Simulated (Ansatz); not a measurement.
B8H13⁻, relaxed as a singlet with RKS r2SCAN-D4/def2-SVPD in Ansatz, starting from the GFN1-xTB geometry. Force threshold 0.02 eV/Å.

Another isomer (singlet) lies 0.49 eV lower at PBE0-D4/def2-TZVPD; other spin states weren't run for this one.

Start:

```xyz
21

B    -1.656    0.436   -0.020
B     1.395    0.384    0.544
B    -0.594    0.367   -1.710
B    -0.066    1.087   -0.194
B     0.810   -0.329    1.936
B     1.274   -1.065   -1.700
B     1.186    0.503   -1.288
B    -1.721   -0.374    1.426
H    -2.309    0.184    2.316
H     1.717   -1.370   -2.774
H    -1.028   -0.760   -1.738
H     2.543    0.715    0.666
H     1.238   -1.451    2.055
H    -0.167    2.187    0.269
H    -2.693    0.789   -0.506
H     1.839    1.358   -1.812
H    -2.104   -1.509    1.274
H     0.953    0.313    2.945
H     0.936   -1.994   -1.030
H    -1.049    1.068   -2.563
H    -0.503   -0.539    1.902
```

```
         step  energy (eV)  largest force component (eV/Å)  SCF passes
            1   -5613.3801                           1.910          20
            2   -5613.9526                           1.016          25
            3   -5614.3783                           1.194          24
            4   -5614.6182                           0.969          25
            5   -5614.7292                           0.492          20
            6   -5614.7903                           0.306          19
            7   -5614.8246                           0.320          20
            8   -5614.8949                           0.424          25
            9   -5614.9729                           0.538          24
           10   -5615.1788                           0.914          25
           11   -5615.5709                           0.992          24
           13   -5616.4139                           0.582          25
           15   -5616.5724                           0.483          19
           17   -5616.6134                           0.179          20
           19   -5616.6232                           0.081          20
           21   -5616.6270                           0.046          21
           23   -5616.6362                           0.142          21
25 (rejected)   -5616.4583                           1.849          20
           27   -5616.6709                           0.113          19
           29   -5616.6756                           0.028          21
           30   -5616.6757                           0.018          22
```

Force components are those of the run's own axes.

End:

Cartesian coordinates in Å:
```
B -1.254 0.416 0.137
B 1.558 0.236 0.296
B -0.423 0.401 -1.494
B 0.234 1.388 -0.131
B 0.023 0.309 1.292
B 1.083 -1.021 -1.293
B 1.243 0.633 -1.318
B -1.422 -0.894 1.491
H -2.168 -0.473 2.356
H 1.821 -1.470 -2.149
H -1.141 -0.483 -0.871
H 2.619 0.435 0.834
H 0.929 -0.656 1.000
H 0.224 2.586 -0.009
H -2.317 0.976 0.148
H 1.980 1.196 -2.081
H -2.008 -1.549 0.637
H 0.166 0.769 2.392
H 0.471 -1.872 -0.695
H -1.041 0.741 -2.472
H -0.578 -1.668 1.930
```

Bonds lost: B5–H21 (atoms count from 1). Bonds formed: B1–B5, B1–H11, B2–H13, B4–B5, B5–B8 (atoms count from 1).

No frequencies were taken in this run, so the end may be a saddle point.

It took 3.7 min on 4 threads of Arm Neoverse V1 on a shared host.
